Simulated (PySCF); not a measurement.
## Mg (magnesium, neutral) across methods

[Ne] 3s1 3p1, high-spin 3P determinant (an excited configuration). All numbers are calculated (PySCF 2.14, the spin-free X2C one-electron Hamiltonian (Gaussian nucleus), in aug-cc-pVTZ-DK (6s5p3d2f, 50 functions)).

| method | E (hartree) | mean ε 2p β (eV) | mean ε 3s α (eV) | mean ε 3p α (eV) | Σ⟨r²⟩ (bohr²) | ⟨S²⟩ |
| --- | --- | --- | --- | --- | --- | --- |
| UHF | -199.85326 | -63.421 | -9.300 | -5.001 | 35.18 | 2.000 |
| PW91 | -200.2674 | -48.595 | -6.050 | -2.504 | 35.02 | 2.000 |
| BLYP | -200.2911 | -48.463 | -5.832 | -2.244 | 35.42 | 2.000 |
| LDA | -199.3314 | -48.552 | -6.124 | -2.440 | 35.37 | 2.000 |
| BP86 | -200.3024 | -48.574 | -6.105 | -2.545 | 35.00 | 2.000 |
| r2SCANh | -200.2590 | -51.208 | -6.538 | -2.810 | 34.70 | 2.000 |
| r2SCAN | -200.2611 | -49.761 | -6.198 | -2.563 | 34.74 | 2.000 |
| PBE0 | -200.1834 | -52.418 | -6.923 | -3.165 | 34.78 | 2.000 |

Question: Estimate the same row for PBE.

Answer: E (hartree) = -200.1633; mean ε 2p β (eV) = -48.422; mean ε 3s α (eV) = -6.014; mean ε 3p α (eV) = -2.483; Σ⟨r²⟩ (bohr²) = 35.11; ⟨S²⟩ = 2.000.
